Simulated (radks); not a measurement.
Q: The lutetium ion Lu3+, [Xe] 4f14. All-electron calculation, non-relativistic Kohn-Sham, PBE, spin-polarised, spherical densities, point nucleus. Program: a radial shooting solver on a logarithmic mesh with Libxc functionals. Every spin shell is full or empty, so the densities are truly spherical. Functionals are evaluated on that one density, not self-consistently. Rank these exchange functionals by their error against the exact value of the orbitals, and give that value: LDA, B88, PBEsol, WC, B86b, EV93, APBE, Tao-Mo.

A: Exact: -281.977 hartree. From best to worst, with 100 (|E| - |E exact|)/|E exact| (equal figures are ties): B86b +0.23, EV93 -0.25, B88 +0.29, WC -0.45, APBE +0.49, Tao-Mo -0.63, PBEsol -1.68, LDA -3.83.
